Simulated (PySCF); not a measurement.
This PySCF input asks for the NMR shieldings of SMILES S[SiH2][SiH2]c1ccncc1, C₅H₉NSSi₂; the geometry comes from GFN2-xTB.

```python
import basis_set_exchange as bse
import numpy as np
from pyscf import gto, dft
from pyscf.prop import nmr

atoms = """
S     4.528354   -0.422375    0.155202
Si    2.413474   -0.425901    0.598187
Si    1.211059    0.399753   -1.206409
C    -0.619536    0.270895   -0.762841
C    -1.345241   -0.894149   -0.994455
C    -2.678470   -0.950939   -0.623943
N    -3.315896    0.054481   -0.048622
C    -2.635789    1.165422    0.178137
C    -1.300607    1.321827   -0.155721
H     4.468835   -1.161495   -0.942175
H     2.392875    0.390061    1.806791
H     2.095244   -1.804960    0.977723
H     1.418053   -0.374788   -2.440885
H     1.493900    1.805819   -1.520982
H    -0.876350   -1.745761   -1.465157
H    -3.270316   -1.841751   -0.793500
H    -3.192834    1.965554    0.649143
H    -0.795513    2.254624    0.048333
"""
names = dict.fromkeys(["S", "Si", "C", "N", "H"], "pcSseg-1")
basis = {el: gto.basis.parse(bse.get_basis(n, elements=[el], fmt="nwchem")) for el, n in names.items()}
mol = gto.M(atom=atoms, basis=basis, charge=0, verbose=0)
mf = dft.RKS(mol, xc="PBE0")
mf.grids.level = 2
mf.grids.alignment = dft.numint.BLKSIZE   # the property module wants whole blocks of grid points
mf.conv_tol = 1e-9
mf.kernel()

calc = nmr.RKS(mf)   # GIAO
C = mf.mo_coeff
Co = C[:, mf.mo_occ > 0]
resp = mf.gen_response(singlet=True, hermi=2)
def vind(x):   # induced exchange potential for any number of trial vectors
    d = np.einsum("pi,xij,qj->xpq", C, 2 * x.reshape(-1, C.shape[1], Co.shape[1]), Co, optimize=True)
    return np.einsum("xpq,pi,qj->xij", resp(d - d.transpose(0, 2, 1)), C, Co, optimize=True).ravel()
mo1, _ = nmr.rhf.solve_mo1(calc, with_cphf=vind)
sigma = calc.kernel(mo1)
for i, s in enumerate(sigma):   # ppm
    print("%2d %-2s %9.2f" % (i, mol.atom_pure_symbol(i), np.trace(s) / 3))
```

Question: What are the results?

Answer: 
```
 0 S     784.29
 1 Si    407.89
 2 Si    415.61
 3 C      42.01
 4 C      52.43
 5 C      31.73
 6 N     -96.18
 7 C      31.53
 8 C      52.36
 9 H      32.07
10 H      27.10
11 H      26.77
12 H      27.19
13 H      27.10
14 H      24.29
15 H      22.79
16 H      22.78
17 H      24.24
```

These numbers come from an equivalent density-fitted implementation of the same equations, which agrees with the script to about 0.01 ppm for H and up to a few tenths of a ppm for heavy atoms, so last digits may differ.

Question: Turn these shieldings into chemical shifts. References, each an isolated molecule treated in the same way: ³³S (σ = 503.73 ppm) vs CS2; ²⁹Si (σ = 349.16 ppm) and ¹³C (σ = 186.93 ppm) and ¹H (σ = 31.72 ppm) against TMS; ¹⁵N (σ = 267.73 ppm) vs NH3.

Answer: Averaging equivalent atoms: S 0: -281; Si 1: -58.7; Si 2: -66.4; C 5/7: 155.3; C 3: 144.9; C 4/8: 134.5; N 6: 363.9; H 15/16: 8.93; H 14/17: 7.45; H 10/11: 4.78; H 12/13: 4.58; H 9: -0.35 ppm. Experimental scales use liquid or dissolved standards, which lie at an offset from isolated NH3 (liquid NH3: subtract about 20 ppm). Unscaled 15N shifts of sp2 nitrogen come out 20 to 40 ppm too high even then.

Size and cost of the density-fitted run: 219 basis functions, 98 s wall time on 1 thread of an Arm Neoverse N1, shared host; peak memory 1.1 GiB.
